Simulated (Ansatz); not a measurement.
`B/C=N/CN` at its PBE0-D4/def2-TZVP geometry, where that method's forces vanish. Total charge 0; spin multiplicity 1.

| atom | x (Å) | y (Å) | z (Å) |
| --- | --- | --- | --- |
| B1 | 0.149 | 0.920 | -2.347 |
| C2 | 0.202 | 0.518 | -0.848 |
| N3 | -0.577 | -0.410 | -0.445 |
| C4 | -0.506 | -0.865 | 0.926 |
| N5 | 0.440 | -0.205 | 1.791 |
| H6 | -0.768 | 0.556 | -3.018 |
| H7 | 1.026 | 1.577 | -2.829 |
| H8 | 0.921 | 0.954 | -0.142 |
| H9 | -0.270 | -1.934 | 0.872 |
| H10 | -1.541 | -0.814 | 1.291 |
| H11 | 0.029 | 0.547 | 2.324 |
| H12 | 0.894 | -0.844 | 2.425 |

Q: For each bond, give half the difference of the two atoms' forces along it (eV/Å; positive pushes the atoms apart) under PBE-D4, r2SCAN-D4, B3LYP-D4, ωB97M-V in def2-TZVPP. (Estimate.)

A: Computed: 
| bond | length (Å) | PBE-D4 | r2SCAN-D4 | B3LYP-D4 | ωB97M-V |
| --- | --- | --- | --- | --- | --- |
| B1–C2 | 1.552 | -0.32 | -0.12 | -0.01 | 0.19 |
| B1–H6 | 1.194 | 0.09 | -0.03 | -0.09 | -0.15 |
| B1–H7 | 1.198 | 0.07 | -0.03 | -0.10 | -0.13 |
| C2–N3 | 1.278 | 0.78 | 0.39 | 0.14 | -0.11 |
| C2–H8 | 1.098 | 0.07 | -0.04 | -0.09 | -0.14 |
| N3–C4 | 1.446 | -0.06 | 0.02 | 0.12 | 0.29 |
| C4–N5 | 1.441 | 0.05 | 0.15 | 0.26 | 0.23 |
| C4–H9 | 1.095 | 0.12 | -0.05 | -0.15 | -0.18 |
| C4–H10 | 1.099 | 0.13 | -0.03 | -0.14 | -0.20 |
| N5–H11 | 1.009 | 0.21 | -0.01 | -0.05 | -0.07 |
| N5–H12 | 1.008 | 0.19 | -0.04 | -0.07 | -0.07 |

B3LYP here is the variant with VWN-RPA as its local correlation; programs differ in this.
